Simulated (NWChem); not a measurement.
# C3H4BFO; SMILES FB1C=COC1

```xyz
10

F     -0.0399     2.1545     0.0000
B      0.0508     0.8277     0.0000
C      1.2639    -0.0847     0.0000
C      0.7287    -1.3364     0.0000
O     -0.5946    -1.4704     0.0000
C     -1.1899    -0.1638     0.0000
H      2.3391     0.0888     0.0000
H      1.2543    -2.2978     0.0000
H     -1.8397    -0.0840    -0.8872
H     -1.8397    -0.0840     0.8872
```
Atoms are numbered in this order, from 1.

Computed with NWChem. Structure relaxed at the PBE0/def2-SVP level. GIAO values for the isolated, static molecule; σ is the absolute isotropic shielding, δ = σ(reference) − σ with the isolated reference molecule computed at the same levels (13C: tetramethylsilane, 19F: trichlorofluoromethane, 1H: tetramethylsilane, 17O: water).

Problem. Predict the results for PBE0/pcSseg-1. Quantities: δ F1 (ppm); δ C3 (ppm); δ C4 (ppm); δ O5 (ppm); δ H7 (ppm); δ H8 (ppm); δ H9 (ppm).

Solution. 
```yaml
"δ F1 (ppm)": -80.9
"δ C3 (ppm)": 103.3
"δ C4 (ppm)": 193.2
"δ O5 (ppm)": 190.0
"δ H7 (ppm)": 5.19
"δ H8 (ppm)": 8.05
"δ H9 (ppm)": 3.79
```
